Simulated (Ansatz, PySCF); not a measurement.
Energy difference 2 R1 → P1 + P2, each structure at its B3LYP-D3(BJ)/def2-TZVP stationary point, reached from a drawn start (curvature not checked).
P1, BBr3 (SMILES BrB(Br)Br) (charge 0, multiplicity 1, Z-matrix in Å and degrees):
```
B
Br 1 1.9073
Br 1 1.9073 2 120.00
Br 1 1.9073 2 120.00 3 180.00
```
R1, BBr2 (SMILES Br[B]Br) (charge 0, multiplicity 2):
```csv
atom,x (Å),y (Å),z (Å)
B,-0.2789,-0.4931,0.0000
Br,1.6079,-0.5842,0.0000
Br,-1.3289,1.0773,0.0000
```
P2: BBr (SMILES [B]Br), charge 0, multiplicity 1.

Quantity: the reaction energy.

P less R. No zero-point or thermal terms; singlets are restricted closed shells; open shells are unrestricted; no spin–orbit coupling.

Cores are frozen in the correlated methods. In cc and def2 sets filled d and f shells under p-block atoms count as core. CBS(a, b) extrapolates the correlation energy as X⁻³ and adds the Hartree–Fock energy of set b.

Codes used: Ansatz (an electronic-structure program) with Gaussian orbitals; PySCF for the D3/D4 terms. Each number belongs to the level named beside it.

Costs are ratios of core time to PBE/def2-TZVPP (roughly 9 s), for whole runs (searches for the state included, and forces where a run took them) on one shared machine, so rough; each difference counts from -35.65 kcal/mol (CCSD(T)/CBS(cc-pVTZ, cc-pVQZ), a level with limits of its own).

A star marks coupled-cluster runs past 200 virtual orbitals, where the program's memory plan changes under this machine's limit, so their costs aren't comparable with smaller runs.

```csv
level,basis functions,cost
SVWN5/def2-TZVPP,175,×0.7
BLYP/def2-TZVPP,175,×1
PBE/def2-TZVPP,175,×1
B3LYP/def2-TZVPP,175,×2
CCSD(T)/cc-pVDZ,95,×2
CAM-B3LYP/def2-TZVPP,175,×2
CAM-B3LYP-D3(BJ)/def2-TZVPP,175,×2
B2PLYP/def2-TZVPP,175,×2
wB97X-V/def2-TZVPP,175,×4
wB97M-V/def2-TZVPP,175,×4
CCSD(T)/cc-pVTZ,159,×6
CCSD(T)/cc-pVQZ,259,×20*
```

Which is the cheapest listed level whose difference stays within 1.00 kcal/mol?

CCSD(T)/cc-pVDZ (-0.28 kcal/mol, cost ×2).

What does the step from CCSD(T)/cc-pVDZ to CCSD(T)/cc-pVTZ cost and buy?

95 to 159 functions, cost ×3 (rough); the difference goes from -0.28 to 0.25 kcal/mol.

Each difference (kcal/mol): SVWN5/def2-TZVPP 6.06; BLYP/def2-TZVPP 8.20; PBE/def2-TZVPP 10.14; B3LYP/def2-TZVPP 8.22; CCSD(T)/cc-pVDZ -0.28; CAM-B3LYP/def2-TZVPP 7.98; CAM-B3LYP-D3(BJ)/def2-TZVPP 7.45; B2PLYP/def2-TZVPP 5.94; wB97X-V/def2-TZVPP 3.32; wB97M-V/def2-TZVPP -1.83; CCSD(T)/cc-pVTZ 0.25; CCSD(T)/cc-pVQZ 0.21.
